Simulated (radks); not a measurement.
The numbers below are computed, except where a source is named.
As3+, 30 electrons, occupied as [Ar] 3d10 4s2 (the NIST ground configuration). Code: a radial shooting solver on a logarithmic mesh with Libxc functionals. Model: Dirac Kohn-Sham, PBE, spin-unpolarised, spherical densities, finite nucleus; Fermi nuclear charge, rms radius 4.0968 fm. Some entries of the table are withheld. Estimate them.

| orbital | occ. | eigenvalue (eV) | <1/r> (bohr^-1) |
|---|---|---|---|
| 1s1/2 | 2 | -11750.81 | 33.47 |
| 2s1/2 | 2 | -1520.735 | 7.417 |
| 2p1/2 | 2 | -1362.411 | (1) |
| 2p3/2 | 4 | -1325.839 | (2) |
| 3s1/2 | 2 | -224.6497 | 2.395 |
| 3p1/2 | 2 | -171.4304 | (3) |
| 3p3/2 | 4 | -166.4022 | (4) |
| 3d3/2 | 4 | -75.3424 | 1.925 |
| 3d5/2 | 6 | -74.6080 | 1.911 |
| 4s1/2 | 2 | -44.4251 | 0.7579 |

Answer. 
(1) 2p1/2 <1/r> (bohr^-1): 7.380
(2) 2p3/2 <1/r> (bohr^-1): 7.166
(3) 3p1/2 <1/r> (bohr^-1): 2.272
(4) 3p3/2 <1/r> (bohr^-1): 2.220
